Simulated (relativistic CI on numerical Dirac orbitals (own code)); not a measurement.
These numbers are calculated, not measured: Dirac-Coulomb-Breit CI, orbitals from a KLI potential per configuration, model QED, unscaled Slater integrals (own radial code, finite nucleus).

The strongest absorption lines from the ground level of an ion, among the configurations computed and to levels below about 210 eV (vacuum wavelength in nm, gf): 6.1445 (3.8), 6.1735 (0.22), 6.1879 (4.6), 6.2097 (1.3), 6.3032 (3.2), 7.9112 (0.37), 7.9613 (0.28), 8.1872 (0.35).

Task: Which ion is it?
A. Sm XXIV
B. Tb XXVII
C. W XXXVI
D. Er XXX

Result: D. Er XXX has 39 electrons and the ground level 4s2 4p6 4d3 4F_3/2; the strongest line goes to 4s2 4p6 4d2 4f 4G°_5/2. The pattern of lines fixes the number of electrons, and along that sequence the line energies rise steadily with the charge (about as its square where n changes within one kind of shell, about linearly where n is kept but much faster in heavy ions where fine structure, which grows about as Z⁴, sets the gap, and irregularly where shells cross), which fixes Z. Configurations outside the model, such as inner-shell arrays, can give stronger lines. At this charge energies of transitions that change n are usually good to better than 1 %, and those within a shell (Δn = 0) to a few per cent. Terms inside the open d or f shell come out 10 to 20 % too wide with unscaled integrals.

LS names give the leading component of a level, which can be under half, so a name can repeat, a term be missing and a line seem to break the LS rules.
